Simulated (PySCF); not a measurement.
r2SCAN on N⁺ (nitrogen, charge +1)

Configuration: [He] 2s1 2p2 3d1, one real determinant (an excited configuration). Calculation: PySCF 2.14, in dyall-av2z (11s7p2d, 42 functions); the non-relativistic Hamiltonian (point nucleus).

```
Total energy                                                  : -52.8363 hartree
One-electron energy                                           : -67.3024 hartree
Hartree (Coulomb) energy                                      : 20.7175 hartree
Exchange-correlation energy                                   : -6.2514 hartree
Kinetic energy                                                : 53.26065 hartree
⟨S²⟩                                                          : 6.0000
⟨L²⟩                                                          : 7.955
Sum of ⟨r⟩                                                    : 6.545 bohr
Sum of ⟨r²⟩                                                   : 12.53 bohr²
Traceless quadrupole moment −½Σ⟨3z² − r²⟩ along its main axis : -1.17 e·bohr²
Density at the nucleus (Gaussians lack the cusp)              : 196 bohr⁻³
Spin density at the nucleus                                   : 6.09 bohr⁻³
Langevin diamagnetic susceptibility                           : -9.92 ×10⁻⁶ cm³/mol
```

```csv
shell,electrons,mean orbital energy (hartree),"rms radius, mean of both spins (bohr)"
1s α,1,-15.33061,0.266
1s β,1,-15.23469,0.266
2s α,1,-1.53281,1.28
2p α,2,-1.10084,1.28
3d α,1,-0.00299,2.73
```

⟨L²⟩ = 7.96 against 12 for a pure F term, so this real determinant mixes terms. The outer electron is Rydberg-like, and this basis confines it to a smaller radius and binds it less than a complete one would.
